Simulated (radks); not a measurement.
Q: The mean radii <r> (bohr) of the occupied orbitals of an atom or ion are listed with their occupations. Method: Dirac Kohn-Sham, exchange-only B88, spin-unpolarised, spherical densities, point nucleus; computed with a radial shooting solver on a logarithmic mesh with Libxc functionals.

orbital  occ.      <r>
1s1/2       2  0.02457
2s1/2       2   0.1047
2p1/2       2  0.08793
2p3/2       4  0.09414
3s1/2       2   0.2783
3p1/2       2   0.2680
3p3/2       4   0.2802
3d3/2       4   0.2513
3d5/2       6   0.2551
4s1/2       2   0.6386
4p1/2       2   0.6579
4p3/2       4   0.6856
4d3/2       4   0.7440
4d5/2       6   0.7540
5s1/2       2    1.545
5p1/2       2    1.743
5p3/2       4    1.827
4f5/2       2    1.233

Name the element and its charge. Open shells, if any, fill j = l - 1/2 first.

A: Z = 58, cerium, charge +2: Ce2+ in [Xe] 4f2. The 1s radius gives Z: for a bare nucleus <r> = (2 gamma + 1)/(2Z) with gamma = sqrt(1 - (Z/c)^2), 0.02424 bohr for Z = 58, and screening makes it slightly larger (0.02457 here). The occupations add up to 56, and the charge is Z minus that.
